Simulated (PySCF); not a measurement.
A run for PySCF: R-MP2/6-31G* on C2H3NO2 (a complex), monomers drawn apart or pushed together.

```python
from pyscf import gto, scf, dft, mp
from pyscf.data.elements import chemcore

mol = gto.M(
    atom='''
    C     0.29125762    0.19456602   -0.14672380
    N    -0.25247303   -0.29445536    0.73202798
    H     0.80142222    0.65319044   -0.96423133
    O     0.95367672    0.63314510    4.57352286
    C     0.11105131   -0.09847790    5.01806297
    O    -0.75566305   -0.81949617    4.30639282
    H    -0.05395228   -0.26896537    6.09141849
    H    -0.60190423   -0.66204641    3.34885507
    ''',
    basis='6-31g*',
    cart=True,
    charge=0, spin=0, verbose=3, max_memory=1800)
mf = scf.RHF(mol)
mf.conv_tol = 1e-8
mf.max_cycle = 100
mf.kernel()
if not mf.converged:
    mf = mf.newton().run(mf.mo_coeff, mf.mo_occ)
pt = mp.MP2(mf, frozen=chemcore(mol)).run()
```

It printed:

```
converged SCF energy = -281.641273887551
E(RMP2) = -282.404695592388  E_corr = -0.76342170483788
E(SCS-RMP2) = -282.381438851512  E_corr = -0.740164963961604
```

The run converged.

Cost: very roughly 0.7 core-seconds.
